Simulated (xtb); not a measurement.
A run for xtb: GFN2-xTB on BHI2O (SMILES OB(I)I), a point of a torsion scan.

```
$ xtb mol.xyz --gfn 2 --sp --chrg 0 --uhf 0
5

O     -0.74425287    -0.76253769    -0.20842467
B      0.22754805     0.10757075    -0.10166637
I      2.19809711    -0.60896146     0.24730883
I     -0.13299984     2.21379446    -0.19200489
H     -1.55908209    -0.93643279     0.24818601
```

It printed:

```
[...]
           -------------------------------------------------
          |                Calculation Setup                |
           -------------------------------------------------



           -------------------------------------------------
          |                 G F N 2 - x T B                 |
           -------------------------------------------------

        Reference                      10.1021/acs.jctc.8b01176
      * Hamiltonian:
        H0-scaling (s, p, d)           1.850000    2.230000    2.230000
        zeta-weighting                 0.500000
      * Dispersion:
        s8                             2.700000
        a1                             0.520000
        a2                             5.000000
        s9                             5.000000
      * Repulsion:
        kExp                           1.500000    1.000000
        rExp                           1.000000
      * Coulomb:
        alpha                          2.000000
        third order                    shell-resolved
        anisotropic                    true
        a3                             3.000000
        a5                             4.000000
        cn-shift                       1.200000
        cn-exp                         4.000000
        max-rad                        5.000000


          ...................................................
          :                      SETUP                      :
          :.................................................:
          :  # basis functions                  29          :
          :  # atomic orbitals                  27          :
          :  # shells                           11          :
          :  # electrons                        24          :
          :  max. iterations                   250          :
          :  Hamiltonian                  GFN2-xTB          :
          :  restarted?                      false          :
          :  GBSA solvation                  false          :
          :  PC potential                    false          :
          :  electronic temp.          300.0000000     K    :
          :  accuracy                    1.0000000          :
          :  -> integral cutoff          0.2500000E+02      :
          :  -> integral neglect         0.1000000E-07      :
          :  -> SCF convergence          0.1000000E-05 Eh   :
          :  -> wf. convergence          0.1000000E-03 e    :
          :  Broyden damping             0.4000000          :
          :  net charge                          0          :
          :  unpaired electrons                  0          :
          ...................................................

 iter      E             dE          RMSdq      gap      omega  full diag
   1    -13.2500632 -0.132501E+02  0.104E+01    6.87       0.0  T
   2    -13.3177290 -0.676658E-01  0.148E+01    2.43       1.0  T
   3    -13.5465289 -0.228800E+00  0.980E+00    3.38       1.0  T
   4    -13.5071696  0.393593E-01  0.625E+00    3.17       1.0  T
   5    -13.5828484 -0.756788E-01  0.171E+00    4.00       1.0  T
   6    -13.5872403 -0.439198E-02  0.843E-01    4.20       1.0  T
   7    -13.5875392 -0.298891E-03  0.261E-01    4.27       1.0  T
   8    -13.5875425 -0.322033E-05  0.132E-01    4.31       1.0  T
   9    -13.5875656 -0.231622E-04  0.244E-02    4.29       1.8  T
  10    -13.5875650  0.571601E-06  0.211E-02    4.29       2.1  T
  11    -13.5875657 -0.606690E-06  0.989E-03    4.29       4.5  T
  12    -13.5875658 -0.173499E-06  0.307E-03    4.29      14.6  T
  13    -13.5875658 -0.180958E-07  0.217E-03    4.29      20.6  T
  14    -13.5875659 -0.440914E-08  0.779E-04    4.29      57.4  T
  15    -13.5875659  0.161304E-09  0.781E-04    4.29      57.2  T

   *** convergence criteria satisfied after 15 iterations ***

         #    Occupation            Energy/Eh            Energy/eV
      -------------------------------------------------------------
         1        2.0000           -0.7583473             -20.6357
       ...           ...                  ...                  ...
         6        2.0000           -0.5650901             -15.3769
         7        2.0000           -0.5228869             -14.2285
         8        2.0000           -0.4595194             -12.5042
         9        2.0000           -0.4456127             -12.1257
        10        2.0000           -0.4351697             -11.8416
        11        2.0000           -0.4313998             -11.7390
        12        2.0000           -0.4246851             -11.5563 (HOMO)
        13                         -0.2670968              -7.2681 (LUMO)
        14                         -0.1640729              -4.4647
        15                         -0.1214869              -3.3058
        16                         -0.0135314              -0.3682
        17                          0.0005305               0.0144
       ...                                ...                  ...
        27                          0.7651801              20.8216
      -------------------------------------------------------------
                  HL-Gap            0.1575883 Eh            4.2882 eV
             Fermi-level           -0.3458909 Eh           -9.4122 eV

 SCC (total)                   0 d,  0 h,  0 min,  0.008 sec
 SCC setup                      ...        0 min,  0.000 sec (  1.920%)
 Dispersion                     ...        0 min,  0.000 sec (  0.330%)
 classical contributions        ...        0 min,  0.000 sec (  0.174%)
 integral evaluation            ...        0 min,  0.001 sec ( 14.716%)
 iterations                     ...        0 min,  0.005 sec ( 57.524%)
 molecular gradient             ...        0 min,  0.002 sec ( 23.657%)
 printout                       ...        0 min,  0.000 sec (  1.412%)

         :::::::::::::::::::::::::::::::::::::::::::::::::::::
         ::                     SUMMARY                     ::
         :::::::::::::::::::::::::::::::::::::::::::::::::::::
         :: total energy             -13.532799734962 Eh    ::
         :: gradient norm              0.016171728374 Eh/a0 ::
         :: HOMO-LUMO gap              4.288195226655 eV    ::
         ::.................................................::
         :: SCC energy               -13.587564982131 Eh    ::
         :: -> isotropic ES            0.056489885501 Eh    ::
         :: -> anisotropic ES          0.000720631450 Eh    ::
         :: -> anisotropic XC         -0.010940413581 Eh    ::
         :: -> dispersion             -0.003847432189 Eh    ::
         :: repulsion energy           0.054765247168 Eh    ::
         :: add. restraining           0.000000000000 Eh    ::
         :: total charge              -0.000000000000 e     ::
         :::::::::::::::::::::::::::::::::::::::::::::::::::::

           -------------------------------------------------
          |                Property Printout                |
           -------------------------------------------------

    * Orbital Energies and Occupations

         #    Occupation            Energy/Eh            Energy/eV
      -------------------------------------------------------------
         1        2.0000           -0.7583473             -20.6357
         2        2.0000           -0.7573705             -20.6091
         3        2.0000           -0.7470874             -20.3293
         4        2.0000           -0.6627694             -18.0349
         5        2.0000           -0.5757189             -15.6661
         6        2.0000           -0.5650901             -15.3769
         7        2.0000           -0.5228869             -14.2285
         8        2.0000           -0.4595194             -12.5042
         9        2.0000           -0.4456127             -12.1257
Note: The following floating-point exceptions are signalling: IEEE_DENORMAL
normal termination of xtb
        10        2.0000           -0.4351697             -11.8416
        11        2.0000           -0.4313998             -11.7390
        12        2.0000           -0.4246851             -11.5563 (HOMO)
        13                         -0.2670968              -7.2681 (LUMO)
        14                         -0.1640729              -4.4647
        15                         -0.1214869              -3.3058
        16                         -0.0135314              -0.3682
        17                          0.0005305               0.0144
        18                          0.0016375               0.0446
        19                          0.0033839               0.0921
        20                          0.0099202               0.2699
        21                          0.0132454               0.3604
        22                          0.0532399               1.4487
        23                          0.0737497               2.0068
       ...                                ...                  ...
        27                          0.7651801              20.8216
      -------------------------------------------------------------
                  HL-Gap            0.1575883 Eh            4.2882 eV
             Fermi-level           -0.3458909 Eh           -9.4122 eV

     #   Z          covCN         q      C6AA      α(0)
     1   8 O        1.679    -0.439    21.602     6.275
     2   5 B        2.562     0.451    15.925     6.830
     3  53 I        1.241    -0.166   384.322    33.842
     4  53 I        1.220    -0.188   385.993    33.915
     5   1 H        0.806     0.341     0.609     1.226

 Mol. C6AA /au·bohr⁶  :       2356.756274
 Mol. C8AA /au·bohr⁸  :     180090.985112
 Mol. α(0) /au        :         82.087628


Wiberg/Mayer (AO) data.
largest (>0.10) Wiberg bond orders for each atom

 ---------------------------------------------------------------------------
     #   Z sym  total        # sym  WBO       # sym  WBO       # sym  WBO
 ---------------------------------------------------------------------------
     1   8 O    2.249 --     2 B    1.316     5 H    0.847
     2   5 B    3.391 --     1 O    1.316     3 I    1.040     4 I    1.017
     3  53 I    1.121 --     2 B    1.040
     4  53 I    1.096 --     2 B    1.017
     5   1 H    0.884 --     1 O    0.847
 ---------------------------------------------------------------------------

Topologies differ in total number of bonds
Writing topology from bond orders to xtbtopo.mol

molecular dipole:
                 x           y           z       tot (Debye)
 q only:       -0.837      -0.475       0.237
   full:       -1.772      -1.157       0.088       5.383
molecular quadrupole (traceless):
                xx          xy          yy          xz          yz          zz
 q only:        0.987       2.880      -2.963      -1.636      -0.263       1.976
  q+dip:       -2.103       8.801      -8.213      -4.195       0.683      10.316
   full:       -2.126       7.839      -7.949      -4.081       0.574      10.075


           -------------------------------------------------
          | TOTAL ENERGY              -13.532799734962 Eh   |
          | GRADIENT NORM               0.016171728374 Eh/α |
          | HOMO-LUMO GAP               4.288195226655 eV   |
           -------------------------------------------------

------------------------------------------------------------------------
------------------------------------------------------------------------
 total:
 SCF:
```

The run finished.

Cost: about 0.06 core-seconds (a rough figure).
